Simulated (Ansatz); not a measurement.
Cost and result up the ladder for Cd12H32Se12 (56 atoms). The state is a singlet with charge 0. Geometry: PBE-D4/def2-SVP.

Cartesian coordinates in Å:
```
Cd 0.518 -1.515 3.965
Cd -3.102 -4.614 1.938
Cd -5.278 -0.819 -0.966
Cd 3.157 2.264 4.034
Cd -1.651 4.799 1.031
Cd -2.951 0.526 1.262
Cd 0.815 -0.638 0.391
Cd -2.101 -1.316 -2.600
Cd 0.203 2.364 -2.230
Cd 4.226 0.638 -0.149
Cd -1.628 1.323 -5.017
Cd 3.089 -1.033 -4.906
Se -1.847 -1.676 2.513
Se 0.662 1.236 4.042
Se 2.783 -1.277 1.840
Se -2.701 2.783 2.581
Se -3.367 -2.926 -0.952
Se -3.872 0.700 -3.134
Se 0.628 4.925 3.151
Se 3.082 2.637 1.362
Se 0.373 4.573 -0.818
Se -1.081 0.452 -0.742
Se -0.234 -1.090 -4.435
Se 2.519 0.862 -2.334
H 1.057 -2.669 5.088
H 1.296 -4.620 2.510
H -1.611 -5.348 1.596
H -4.648 -4.078 2.372
H -6.889 -1.101 -1.437
H -4.541 0.143 0.479
H 4.288 2.618 5.240
H -2.568 6.249 0.962
H 0.146 -3.361 0.433
H 1.913 -2.337 -1.538
H 5.837 0.106 -0.224
H 4.534 -2.743 -1.076
H -2.264 1.605 -6.571
H -0.654 2.409 -3.826
H 2.905 0.276 -5.963
H 3.434 -2.419 -3.991
H -2.572 -1.474 3.794
H 0.584 -4.813 2.286
H 0.520 1.244 5.521
H 2.892 -2.631 1.231
H -1.408 2.304 3.167
H -4.047 -3.751 -1.984
H -0.439 -3.174 -0.034
H -4.634 -0.009 -4.194
H -0.217 5.503 4.230
H 1.100 6.281 2.761
H 4.324 3.449 1.306
H 1.380 3.927 0.083
H 1.292 -2.162 -1.962
H -0.906 -1.905 -5.480
H 4.272 -2.675 -1.798
H 3.382 1.975 -2.809
```

Ansatz on 11 threads of AMD EPYC 7R13 on a shared host and a whole NVIDIA H100 80GB HBM3. Times are rough, and most runs start from the orbitals of an earlier one. No level here is sound enough to serve as a yardstick. Binding counts from free atoms at the same level (Cd singlet, Se triplet, H doublet; other spins of the atoms weren't run), without zero-point energy or a counterpoise term.

In the def2 sets Cd takes a core potential; there is no spin–orbit coupling. Correlated methods freeze 108 core orbitals; core or outer-core shells of Cd, Se are correlated, in sets that lack core-valence functions. The rows differ in basis, and correlated rows in double-zeta sets carry the largest basis error. Single mean-field runs in def2-SVP, def2-TZVP are fitted with def2-universal-jkfit. In the singlet geometry the species has come apart into loosely held pieces. In the singlet, H26 and H42 lie 0.77 Å apart, H36 and H55 lie 0.77 Å apart, H33 and H47 lie 0.77 Å apart (atoms count from 1), so H2 has formed as a molecule.

Correlated methods converge slowly with the basis, most of all in double-zeta sets.

| level | functions | wall time | binding energy per atom (eV) |
| --- | --- | --- | --- |
| PBE-D4/def2-SVP | 916 | 11 s | 2.07 |
| r2SCAN-D4/def2-SVP (with forces) | 916 | 16 s | 2.11 |
| PBE0-D4/def2-SVP | 916 | 16 s | 2.06 |
| PBE-D4/def2-TZVP | 1248 | 20 s | 2.05 |
| B97M-V/def2-SVP (with forces) | 916 | 21 s | 2.07 |
| PBE0-D4/def2-TZVP | 1248 | 27 s | 2.05 |
| MP2/def2-SVP | 916 | 38 s | 1.93 |
